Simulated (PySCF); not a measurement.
Geometry:
```tsv
atom	x (Å)	y (Å)	z (Å)
N1	-0.682	-1.740	-3.763
C2	-0.357	-1.098	-2.853
Si3	0.154	-0.073	-1.375
C4	0.959	-1.281	-0.185
C5	1.743	-0.971	0.865
Si6	2.290	0.741	1.407
C7	-1.383	0.686	-0.658
C8	-1.541	0.898	0.830
C9	-2.333	-0.166	0.153
H10	1.106	0.943	-1.905
H11	0.741	-2.343	-0.368
H12	2.122	-1.805	1.475
H13	3.781	0.837	1.366
H14	1.695	1.780	0.516
H15	1.843	0.989	2.812
H16	-1.857	1.442	-1.294
H17	-2.052	1.808	1.154
H18	-0.730	0.583	1.494
H19	-2.060	-1.208	0.344
H20	-3.404	-0.009	0.000
```

PySCF calculation with σ from GIAO-PBE0/pcSseg-1 and PBE0-D3(BJ)/def2-SVP geometry; averaged over atoms made equivalent by symmetry, fast rotation or ring inversion, one conformer, non-relativistic Hamiltonian, isolated molecule.

Scale: ¹³C (184.41 ppm), ¹H (31.27 ppm), ²⁹Si (351.99 ppm) vs TMS; NH3 for ¹⁵N (265.67 ppm) (reference shieldings calculated alike).

```tsv
atoms	nucleus	count	δ (ppm)
H20	¹H	1	?
H11	¹H	1	?
Si6	²⁹Si	1	-76.5
C4	¹³C	1	151.7
H13/H14/H15	¹H	3	4.20
C5	¹³C	1	158.4
H19	¹H	1	0.25
H16	¹H	1	-0.16
H18	¹H	1	0.23
C7	¹³C	1	?
N1	¹⁵N	1	367.3
Si3	²⁹Si	1	?
H10	¹H	1	5.00
C9	¹³C	1	2.7
C2	¹³C	1	?
C8	¹³C	1	?
H17	¹H	1	0.83
H12	¹H	1	7.19
```

Estimate the values marked ?.

Results:


- C2: 127.5 ppm, nitrile carbon; C≡N carbons fall here, among the sp2 signals but without a proton
- C8: 4.6 ppm, three-membered-ring carbon; carbons of three-membered rings are unusually shielded
- C7: -6.5 ppm, three-membered-ring carbon; carbons of three-membered rings are unusually shielded
- H11: 6.85 ppm, hydrogen on an alkene CH; olefinic region
- H20: 0.83 ppm, hydrogen on a three-membered-ring carbon; cyclopropane-type protons are shielded by the ring
- Si3: -52.1 ppm, silicon bonded to 3 C, H

Shifts are as computed. Against solution values, carbons near 30 ppm lie about +2 ppm off and those near 130 ppm about +5 ppm. Of 1309 compounds with measured shifts, 239 miss one by over three times the rms of a fit or turn the order of signals round; such compounds aren't used in these exercises. Experimental scales use liquid or dissolved standards, which lie at an offset from isolated NH3 (liquid NH3: subtract about 20 ppm). Unscaled 15N shifts of sp2 nitrogen come out 20 to 40 ppm too high even then.
